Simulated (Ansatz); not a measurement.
Two isomers of CH6BFOSi: A = `CB(F)[SiH2]O`, B = `BO[SiH](C)F`.

Gas-phase electronic energies from Ansatz, PBE0-D4/def2-TZVP geometries. CCSD(T)/CBS adds triple-zeta CCSD(T) − MP2 to the extrapolated MP2 energy (def2 sets, frozen cores). Functionals use def2-TZVPP. B3LYP here is the variant with VWN-RPA as its local correlation; programs differ in this. One conformer a species, not always the lowest.

Which is lower in electronic energy at CCSD(T)/CBS, and by how much? (Best estimate.)

The calculation gave: B, by 181.4 kJ/mol.

Give E(B) − E(A) in kJ/mol with CCSD/def2-TZVPP, B2PLYP, r2SCAN-D4, CCSD(T)/def2-TZVPP, HF/def2-TZVPP, MP2/def2-TZVPP, B3LYP-D4. (Estimate.)

Ansatz gave: CCSD/def2-TZVPP -181.1, B2PLYP -181.6, r2SCAN-D4 -172.7, CCSD(T)/def2-TZVPP -178.7, HF/def2-TZVPP -198.0, MP2/def2-TZVPP -187.8, B3LYP-D4 -175.8. None reverses the order clearly.

Largest T1 diagnostic: 0.013.

In def2-TZVPP, CCSD(T) changes the Hartree–Fock value by +19.3 kJ/mol (the triples alone add +2.4 kJ/mol) and MP2 by +10.2 kJ/mol. From PBE to PBE0 (25 % exact exchange), in def2-TZVPP and without D4, E(B) − E(A) moves by −10.0 kJ/mol.
